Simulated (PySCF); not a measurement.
Simulated absorption spectrum

Compound: C₅H₇FO.
SMILES: `O=C1CCC[C@@H]1F`

Computed, not measured: TDDFT PBE0/def2-SVPD, vertical, gas phase, core orbitals frozen in the response in PySCF 2.14.0, density-fitted response routines. One conformer (not necessarily the lowest) at the GFN2-xTB geometry, without solvent, vibrations or thermal averaging.

Each state is given a Gaussian of 0.25 eV full width at half maximum, with ε(max) = 2.175×10⁸ f / Δν̃ (Δν̃ the width in cm⁻¹). The width is an assumption, not a result. The curve ends short of the highest state used, and states not computed would add to its high-energy end.

| E (eV) | ε (L mol⁻¹ cm⁻¹) |
| --- | --- |
| 3.64 | 0 |
| 3.73 | 0 |
| 3.83 | 2 |
| 3.93 | 6 |
| 4.03 | 8 |
| 4.12 | 5 |
| 4.22 | 1 |
| 4.32 | 0 |
| 4.42 | 0 |
| 4.52 | 0 |
| 4.61 | 0 |
| 4.71 | 0 |
| 4.81 | 0 |
| 4.91 | 0 |
| 5.00 | 0 |
| 5.10 | 0 |
| 5.20 | 0 |
| 5.30 | 0 |
| 5.40 | 0 |
| 5.49 | 0 |
| 5.59 | 0 |
| 5.69 | 0 |
| 5.79 | 0 |
| 5.88 | 0 |
| 5.98 | 0 |
| 6.08 | 0 |
| 6.18 | 0 |
| 6.28 | 0 |
| 6.37 | 0 |
| 6.47 | 4 |
| 6.57 | 59 |
| 6.67 | 330 |
| 6.76 | 737 |
| 6.86 | 873 |
| 6.96 | 1074 |
| 7.06 | 2101 |

(1) Where are the band maxima, and which computed states make them?

(2) Coming from long wavelengths, where does ε first pass 100 L mol⁻¹ cm⁻¹?

(3) On this curve, what absorbance would a 10⁻⁵ mol/L sample give at 308 nm over a 1 cm path?

Answers

(1) 309 nm (4.01 eV), ε about 8.6, made up of S1 (100%); 181 nm (6.84 eV), ε about 880, made up of S2 (93%) (hardly more than a shoulder) (ε in L mol⁻¹ cm⁻¹; maxima over ε = 5, shares over 10%). At its high-energy end, 7.06 eV, the curve is still rising (ε about 2100, from S3). The states used: S1 4.01 eV (f 0.0001); S2 6.81 eV (f 0.0077); S3 7.12 eV (f 0.023); S4 7.45 eV (f 0.019); S5 7.57 eV (f 0.0086); S6 7.66 eV (f 0.011).

(2) At about 188 nm (6.60 eV), 2.59 eV above S1.

(3) 308 nm is 4.025 eV, where ε is about 8.5 L mol⁻¹ cm⁻¹, so A = ε c l ≈ 8.5e-05 (Beer–Lambert, with the gas-phase spectrum and the assumed width).

On one thread of an AMD EPYC 9R45, shared host with 96 logical CPUs at a one-minute load of 26, this took 12 s wall and 0.83 GiB of memory at its peak.
